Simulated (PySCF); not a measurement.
Al(Cl)(Me)(SeH) (CH4AlClSe), SMILES [CH3][Al]([Cl])[SeH].

Coordinates come from a B3LYP-D3(BJ)/def2-SVP optimisation. The structure was generated by enumeration; whether it is a known compound was not checked. Other conformers were not sampled.

Two levels are set side by side: TDA-PBE/def2-SVPD (PySCF) and TDA-ωB97X/def2-SVPD (PySCF). Vertical, same geometry. The lowest singlet is HOMO→LUMO+1 99 % with PBE and HOMO→LUMO+2 71 %, HOMO→LUMO 19 % with the other functional; states are paired by order. Differences are taken from unrounded values.

| quantity | TDA-ωB97X |
|---|---|
| lowest singlet excitation (eV) | 5.83 |
| lowest triplet excitation (TDA) (eV) | 5.39 |
| first bright state (f over 0.05) (eV) | 6.01 |
| its oscillator strength | 0.07 |

Problem. What does TDA-PBE give, and how far is it from TDA-ωB97X? (The exact figures need the calculation; the answer reports its results.)

Solution. 
| quantity | TDA-PBE | TDA-PBE minus TDA-ωB97X |
|---|---|---|
| lowest singlet excitation (eV) | 4.96 | -0.88 |
| lowest triplet excitation (TDA) (eV) | 4.36 | -1.04 |
| first bright state (f over 0.05) (eV) | 5.17 | -0.84 |
| its oscillator strength | 0.06 | -0.01 |

Functionals without exact exchange tend to place singlet excitations lower, as here. Differences between two approximate levels are no errors against the true value.

Rough cost on one machine, each run with all the roots and properties that it gave: TDA-ωB97X against TDA-PBE about 5 times.
